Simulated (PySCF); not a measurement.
# C₆ coefficients of unlike pairs at BP86

Calculated with PySCF 2.14 from the dipole response of each species, C₆(A,B) = (3/π) ∫ α_A(iu) α_B(iu) du, in atomic units, from isotropic polarisabilities. For ions this is the dispersion term alone; charge-induced terms of lower order in 1/R come first.

```json
{"species": "S", "configuration": "[Ne] 3s2 3p4 (3P)", "basis": "x2c-QZVPPall with one added diffuse shell each of s, p, d, f type (10s7p5d3f1g)", "relativity": "spin-free X2C", "α (bohr³)": "21.09", "C₆ (like pair)": "146.4"}
{"species": "Cu²⁺", "configuration": "[Ar] 3d9 (2D)", "basis": "aug-cc-pVDZ-DK (7s6p4d2f)", "relativity": "spin-free X2C", "α (bohr³)": "3.154", "C₆ (like pair)": "8.558"}
{"species": "Cl⁺", "configuration": "[Ne] 3s2 3p4 (3P)", "basis": "aug-cc-pVQZ-DK (7s6p4d3f2g)", "relativity": "spin-free X2C", "α (bohr³)": "8.787", "C₆ (like pair)": "41.76"}
{"species": "Cl", "configuration": "[Ne] 3s2 3p5 (2P)", "basis": "aug-cc-pwCVTZ (8s7p5d3f)", "relativity": "none", "α (bohr³)": "15.33", "C₆ (like pair)": "98.80"}
```

(1) Estimate C₆ for Cl with S.

No spin-orbit coupling is included.

The other pairs:

| pair | C₆ |
| --- | --- |
| Cl⁺, S | 76.31 |
| Cu²⁺, S | 31.25 |
| Cl, Cl⁺ | 63.84 |
| Cl⁺, Cu²⁺ | 17.96 |
| Cl, Cu²⁺ | 26.78 |

## Answers

(1) The integral gives 119.5. The combination rule 2 C_A C_B / (C_A α_B/α_A + C_B α_A/α_B) gives 119.4 and the geometric mean 120.3.
